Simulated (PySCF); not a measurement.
BF₂, SMILES F[B]F (connectivity only; charge and spin as stated), charge +1, multiplicity 1.

The structure is a stationary point at ωB97X-D3(BJ)/def2-TZVP. The multiplicity is an assumed one; other spin states were not compared. The isomer is the one that the SMILES or the coordinates give; other isomers of the formula were not compared.

Two levels are set side by side: TDDFT-PBE/def2-TZVPD (PySCF) and ADC(2)/aug-cc-pVDZ (PySCF). Vertical, same geometry; the bases differ. Differences are taken from unrounded values.

```csv
quantity,ADC(2)
lowest singlet excitation (eV),11.92
```

Question: What does TDDFT-PBE give, and how far is it from ADC(2)? (Estimate from the structure and the level; the computed values follow.)

Answer: 
```
quantity                        TDDFT-PBE  TDDFT-PBE minus ADC(2)
------------------------------  ---------  ----------------------
lowest singlet excitation (eV)      11.15                   -0.77
```

Functionals without exact exchange tend to place singlet excitations lower, as here. Differences between two approximate levels are no errors against the true value.

Rough cost on one machine, each run with all the roots and properties that it gave: ADC(2) against TDDFT-PBE about 6 times.
